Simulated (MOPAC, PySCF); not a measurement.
H₄B₂Si, SMILES `[H]/B=[SiH]\B`, neutral singlet in the gas phase. 

Cartesian coordinates (Å):
```xyz
7

B      1.6609    -0.5091     0.2027
Si     0.3221     0.7501     0.1801
B     -1.3415    -0.1335    -0.2511
H      2.4101    -1.4155     0.1825
H      0.6287     2.1645     0.4646
H     -1.3052    -1.3087    -0.4377
H     -2.3776     0.4463    -0.3342
```
Charge 0, multiplicity 1.

All levels are single points at this geometry (B3LYP-D3(BJ)/def2-TZVP); Pople sets use spherical d functions. Orbital energies aren't observables, and empty levels follow the basis.

HF/STO-3G in PySCF gives gap (eV) = 10.17.

### Question
Estimate the gap (eV) from each of these levels: B3LYP-D3(BJ)/def2-TZVP in PySCF; PBE-D3(BJ)/def2-TZVP in PySCF; BP86/6-31G* in PySCF; M06-2X/6-31G* in PySCF; PBE/6-31G* in PySCF; HF/3-21G in PySCF; HF/6-31G* in PySCF; PM7 in MOPAC.

### Answer

```csv
level,gap (eV)
B3LYP-D3(BJ)/def2-TZVP in PySCF,3.10
PBE-D3(BJ)/def2-TZVP in PySCF,1.71
BP86/6-31G* in PySCF,1.77
M06-2X/6-31G* in PySCF,5.33
PBE/6-31G* in PySCF,1.75
HF/3-21G in PySCF,8.85
HF/6-31G* in PySCF,8.90
PM7 in MOPAC,7.06
```
